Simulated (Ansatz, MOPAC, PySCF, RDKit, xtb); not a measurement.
Dimer: HF (SMILES F) (first 2 atoms) with SiH4 (SMILES [SiH4]); geometry from B3LYP-D3(BJ)/def2-TZVP, rigid monomers moved along the line of their centres of mass till H2···H4 is 2.01 Å.
(charge 0, multiplicity 1):
```xyz
7

F     -0.202    -0.429    -0.468
H     -0.101    -0.770     0.391
Si    -0.027     0.179     3.323
H      0.059    -0.974     2.382
H      1.061     1.127     3.008
H      0.127    -0.354     4.693
H     -1.345     0.824     3.160
```

```csv
level,interaction energy (meV),"minus CCSD(T)/CBS(aug-cc-pV(D+d)Z, aug-cc-pV(T+d)Z)",cost
UFF,105.6,166.0,-
GFN-FF,-12.4,48.0,-
AM1,17.8,78.2,-
GFN2-xTB,-71.6,-11.2,-
HF/6-31G*,-9.1,51.3,-
HF/6-31G* (no counterpoise),-41.6,18.8,-
PBE-D3(BJ)/def2-TZVPPD,-86.1,-25.7,×1
PBE-D4/def2-TZVPPD,-79.9,-19.4,×1
BP86/6-31G* (no counterpoise),-70.3,-9.8,-
r2SCAN-D4/def2-TZVPPD,-67.7,-7.3,×2
B3LYP/def2-TZVPPD,-46.5,14.0,×1
B3LYP-D3(BJ)/def2-TZVPPD,-76.9,-16.5,×1
PBE0-D3(BJ)/def2-TZVPPD,-75.2,-14.7,×1
PBE0-D4/def2-TZVPPD,-69.5,-9.1,×1
wB97X-V/def2-TZVPPD,-62.9,-2.4,×4
MP2/6-31G*,-18.1,42.3,-
MP2/6-31G* (no counterpoise),-73.2,-12.8,-
SCS-MP2/aug-cc-pV(D+d)Z,-37.6,22.8,-
CCSD(T)/aug-cc-pV(D+d)Z,-47.8,12.6,×4
"CCSD(T)/CBS(aug-cc-pV(D+d)Z, aug-cc-pV(T+d)Z)",-60.4,0.0,×50*
```

 The comparison column counts from a level with limits of its own.

The rows run from -86.1 (PBE-D3(BJ)/def2-TZVPPD) to 105.6 meV (UFF). The dispersion term adds -30.5 in B3LYP-D3(BJ).

Interaction energies are E(AB) − E(A) − E(B) at the monomers' geometry in the complex; basis-set methods are counterpoise corrected. Rows marked so take none. RDKit's UFF carries no charges.

Frozen-core correlation. CBS(a, b) extrapolates the correlation energy as X⁻³ and adds the Hartree–Fock energy of set b. Rows in 6-31G* carry no dispersion term and start afresh at each structure (6-31G* with six Cartesian d functions). MP2/6-31G* freezes PySCF's default core. The state that AM1 reach isn't checked.

Codes used: Ansatz (Gaussian basis) for Hartree–Fock, density functionals and correlated methods; MOPAC for AM1 (differences of heats of formation); PySCF for 6-31G* rows, the dispersion terms; RDKit for the force fields; xtb for the GFN methods. Each number belongs to the level named beside it.

Costs are rough ratios of core time to PBE/def2-TZVPPD (about 3 s over the structures, on one shared machine); a dash marks a level with no comparable run of its own. A star marks coupled-cluster runs past 200 virtual orbitals, where the program's memory plan changes under this machine's limit, so their costs aren't comparable with smaller runs.

Ansatz is a quantum-chemistry and plane-wave program.
